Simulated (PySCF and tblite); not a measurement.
The numbers below are computed, except where a source is named.
# Conformers and averaged properties: C₇H₇FO, numbered as in [CH3:1][O:2][c:3]1[cH:4][cH:5][cH:6][c:7]([F:8])[cH:9]1

Conformers came from 60 starts (ETKDG, MMFF94s, GFN2-xTB); geometries are GFN2-xTB. Weights use PBE0-D3(BJ)/pcSseg-1 energies plus GFN2-xTB zero-point and thermal terms (modes under about 100 cm⁻¹ blended into free rotors). Symmetry numbers and mirror images are counted. Conformers within 3 kcal/mol (GFN2-xTB free energy) were kept, 10 at most. GIAO shieldings: PBE0/pcSseg-1. Shifts are against TMS (¹H), TMS (¹³C), CFCl3 (¹⁹F) at the same level. Run with PySCF (density fitting) and tblite.

Torsions listed: C1–O2–C3–C4.

```csv
conformer,shape,symmetry,E(GFN2) kcal/mol,E(DFT) kcal/mol,G(298.15 K) kcal/mol,weight %,dipole D
1,180°,Cs,0.00,0.00,0.00,59.0,1.50
2,0°,Cs,0.34,0.19,0.21,41.0,3.07
```

Weights (%) against temperature:

| T (K) | 1 | 2 | S(mix) cal/mol/K |
| --- | --- | --- | --- |
| 200 | 62.4 | 37.6 | 1.32 |
| 250 | 60.3 | 39.7 | 1.33 |
| 298.15 | 59.0 | 41.0 | 1.34 |
| 350 | 58.0 | 42.0 | 1.35 |
| 400 | 57.3 | 42.7 | 1.36 |

Averaged shifts at 298.15 K. ¹H: 7.53 (H5, 1H), 6.90 (H6, 1H), 6.80 (H4, 1H), 6.70 (H9, 1H), 3.92 (H1, 3H) ppm. ¹³C: 173.9 (C7), 168.2 (C3), 135.7 (C5), 114.3 (C4), 112.5 (C6), 105.2 (C9), 56.0 (C1) ppm. ¹⁹F: -114.4 (F8) ppm.

Coordinates of conformer 1 (Å):

```xyz
16

C     2.658    0.390   -0.196
O     1.724   -0.658   -0.308
C     0.410   -0.380   -0.117
C    -0.470   -1.459   -0.239
C    -1.826   -1.281   -0.067
C    -2.345   -0.029    0.231
C    -1.461    1.023    0.349
F    -1.938    2.254    0.640
C    -0.095    0.881    0.183
H     2.473    1.174   -0.936
H     3.630   -0.062   -0.385
H     2.652    0.827    0.808
H    -0.058   -2.427   -0.471
H    -2.492   -2.124   -0.164
H    -3.401    0.131    0.368
H     0.534    1.749    0.291
```

Unscaled ¹⁹F shifts at such levels can be off by tens of ppm; differences between conformers or isomers are more reliable. Shifts are unscaled: against experiment ¹³C can be off by 15 ppm or more and ¹H by 0.8 ppm.

Search and properties took 88 s on 1 thread of Arm Neoverse N1, on a host shared with other jobs (rough), launched as `OMP_NUM_THREADS=1 python ens_run.py task.json out`.


Conformer gaps in pcSseg-1 on xTB geometries can be 2 kcal/mol off for S=O, P=O and other polar bonds.